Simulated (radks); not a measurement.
Initial-state core-level shifts of the arsenic ion As2+ when its valence configuration changes from [Ar] 3d10 4s2 4p1. Calculated with a radial shooting solver on a logarithmic mesh with Libxc functionals: Dirac Kohn-Sham, BLYP, spin-unpolarised, spherical densities, point nucleus; open shells fill j = l - 1/2 first. Shifts are changes of the shell-averaged eigenvalues in eV (positive: less bound).

valence,1s,2s,3s,3p
3d9 4s2 4p2,-13.695,-15.100,-12.257,-12.020
3d8 4s2 4p3,-28.406,-31.377,-24.989,-24.519
3d9.5 4s2 4p1.5,-6.740,-7.418,-6.083,-5.964
3d8.5 4s2 4p2.5,-20.946,-23.112,-18.585,-18.230
3d9.5 4s1 4p2.5,-8.327,-8.963,-7.652,-7.525
3d9 4s1 4p3,-15.305,-16.665,-13.838,-13.592
3d10 4p3,-3.238,-3.138,-3.206,-3.190
3d10 4s1 4p2,-1.571,-1.529,-1.562,-1.554
3d7 4s2 4p4,-43.942,-48.643,-37.997,-37.306
